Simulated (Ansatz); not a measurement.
Geometry optimisation, RKS PBE-D4/STO-3G in Ansatz.

Input file:

```yaml
crystal:
  periodic: [false, false, false]
  atoms:
    - { symbol: C, position_ang: [-1.7899, 0.8116, 1.2489] }
    - { symbol: Si, position_ang: [-0.806, 1.2116, -0.2511] }
    - { symbol: O, position_ang: [0.5081, 0.252, -0.3803] }
    - { symbol: Si, position_ang: [0.9769, -1.3159, -0.6741] }
    - { symbol: "N", position_ang: [2.5862, -1.4112, -0.5302] }
    - { symbol: H, position_ang: [-2.7042, 1.5402, 1.2823] }
    - { symbol: H, position_ang: [-1.238, 0.9923, 2.1633] }
    - { symbol: H, position_ang: [-2.1736, -0.1547, 1.2158] }
    - { symbol: H, position_ang: [-0.3523, 2.6449, -0.1663] }
    - { symbol: H, position_ang: [-1.6149, 1.0424, -1.4535] }
    - { symbol: H, position_ang: [0.288, -2.2012, 0.373] }
    - { symbol: H, position_ang: [0.5654, -1.6859, -2.0367] }
    - { symbol: H, position_ang: [2.9393, -0.718, -1.1875] }
    - { symbol: H, position_ang: [2.8021, -1.0372, 0.4251] }
basis:
  gaussian: { orbitals: STO-3G }
hamiltonian:
  xc: pbe
  dispersion: d4
relax:
  f_tol: 0.015
  max_steps: 40
output:
  orbitals: {}
```

Run as:

```bash
$ ansatz run input.yaml --threads 1 --pin off --max-ram 2048MiB --backend cpu --events-out ev --progress --plain --runs-dir out
```

Task: Where does it end, and by what steps?

Result: The run converged. Limits of this set-up: minimal basis. After 13 steps the energy has fallen by 1.146 eV; H12 moved furthest, 0.59 Å.

```csv
step,energy less start (eV),largest force component (eV/Å),accepted
0,0.0000,7.726,yes
1,-0.8221,3.027,yes
2,-0.9994,1.279,yes
3,-1.0827,0.516,yes
4,-1.1312,0.258,yes
5,-1.1380,0.173,yes
6,-1.1428,0.121,yes
7,-1.1449,0.018,yes
8,-1.1452,0.018,yes
9,-1.1455,0.022,yes
10,-1.1457,0.026,yes
11,-1.1459,0.020,yes
12,-1.1460,0.047,yes
13,-1.1461,0.010,yes
```

```xyz
14
Properties=species:S:1:pos:R:3
C -1.865 0.729 1.142
Si -0.749 1.302 -0.269
O 0.823 0.620 -0.216
Si 0.877 -1.084 -0.451
N 2.575 -1.600 -0.636
H -2.820 1.281 1.117
H -1.401 0.910 2.126
H -2.101 -0.345 1.074
H -0.549 2.743 -0.170
H -1.429 1.005 -1.534
H 0.338 -1.807 0.703
H 0.157 -1.486 -1.661
H 3.015 -1.025 -1.414
H 3.116 -1.274 0.218
```

Run time: 20 s on 1 thread of AMD EPYC 9R45 96-Core Processor (Zen 5), with other jobs on the host, peak memory 0.17 GiB.
